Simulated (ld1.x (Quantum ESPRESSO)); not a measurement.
## Which change was made? (Ta, TM semilocal)

| Quantity | Value |
| --- | --- |
| Element | tantalum (Ta) |
| Generator | ld1.x (Quantum ESPRESSO) 7.5 |
| Type | norm-conserving Troullier–Martins (semilocal form) |
| Functional | PBE |
| Relativity | scalar-relativistic |
| Frozen core | [Kr] 4d10 4f14 5s2 |
| Valence charge | 11 |
| Reference configuration | 5p6 5d4 6s1 6p0 |
| Partial waves | 6s (bound): rc 2.30 bohr; 5p (bound): rc 1.75 bohr; 5d (bound): rc 2.10 bohr |
| Local potential | the d channel |
| Core correction | Bessel-smoothed model core inside 1.10 bohr |

Cutoffs, loose and tight: the cutoffs (Ry, on a coarse ladder) from which the occupation-weighted sum of valence levels, in a spherical-Bessel basis at the reference potential, stays within 10 and 1 mRy of its value at 400 Ry. They do not see the model core or the augmentation charge, which bear on the density cutoff. Test errors are all-electron minus pseudo excitation energies from the reference, over the configurations 5p6 5d3 6s2 6p0; 5p6 5d3 6s1 6p0; 5p6 5d3 6s0 6p0; 5p6 5d2 6s2 6p0; 5p6 5d2 6s0 6p0; 5p6 5d3 6s1 6p1; 5p6 5d1 6s0 6p0; variants that change the core or the reference have their own tests.

The base gives: outcome: generated; cutoff, loose: 40 Ry; cutoff, tight: 70 Ry; bound ghosts: none; largest test error (meV): -179.

**Question.** After one change the result is: outcome: generated; cutoff, loose: 100 Ry; cutoff, tight: 140 Ry; bound ghosts: none; largest test error (meV): -193. Which change was it?
A. wave 5p (bound): rc 1.75 bohr becomes 5p (bound): rc 2.26 bohr
B. wave 5p (bound): rc 1.75 bohr becomes 5p (bound): rc 1.54 bohr
C. wave 5p (bound): rc 1.75 bohr becomes 5p (bound): rc 1.20 bohr

**Answer.** C. The others give: wave 5p (bound): rc 1.75 bohr becomes 5p (bound): rc 2.26 bohr → outcome: generated; cutoff, loose: 30 Ry; cutoff, tight: 40 Ry; bound ghosts: none; largest test error (meV): +179 | wave 5p (bound): rc 1.75 bohr becomes 5p (bound): rc 1.54 bohr → outcome: generated; cutoff, loose: 55 Ry; cutoff, tight: 100 Ry; bound ghosts: none; largest test error (meV): -188.
